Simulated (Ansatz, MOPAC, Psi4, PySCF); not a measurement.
Noncovalent pair: H2 (SMILES [H][H]) (first 2 atoms) with C4H6 (SMILES C=CC=C); geometry from B3LYP-D3(BJ)/def2-TZVP, rigid monomers moved along the line of their centres of mass till H2···C4 is 2.80 Å.
(charge 0, multiplicity 1):
```xyz
12

H     -0.398    -0.772    -0.139
H     -0.315    -0.330     0.455
C      0.879     1.467     2.347
C     -0.031     0.757     3.018
C      0.098    -0.657     3.321
C     -0.815    -1.367     3.984
H      1.793     1.011     1.984
H      0.740     2.519     2.142
H     -0.937     1.244     3.367
H      1.004    -1.144     2.971
H     -0.679    -2.421     4.186
H     -1.730    -0.911     4.346
```

Interaction energies are E(AB) − E(A) − E(B) at the monomers' geometry in the complex; basis-set methods are counterpoise corrected. Rows marked so take none.

Correlated levels freeze the cores. Rows in 6-311+G**, 6-31G*, STO-3G carry no dispersion term and start afresh at each structure (6-31G* with six Cartesian d functions). The state that PM6 reach isn't checked.

Codes used: Ansatz (a first-principles code); MOPAC for PM6 (differences of heats of formation); Psi4 for SAPT; PySCF for 6-311+G** rows, 6-31G* rows, STO-3G rows, the dispersion terms. 

```
level                              interaction energy (kJ/mol)
---------------------------------  ---------------------------
PM6                                                       -0.2
HF/STO-3G (no counterpoise)                                2.0
PBE-D4/def2-TZVPPD                                        -2.4
r2SCAN/def2-TZVPPD                                         0.1
r2SCAN-D4/def2-TZVPPD                                     -0.9
B3LYP/6-31G*                                               2.9
B3LYP/6-311+G** (no counterpoise)                          2.7
wB97M-V/def2-TZVPPD                                        ___
SAPT0/jun-cc-pV(D+d)Z                                      0.2
```

Task: Fill in the missing entries.

Result: 
- wB97M-V/def2-TZVPPD, interaction energy (kJ/mol): -1.4
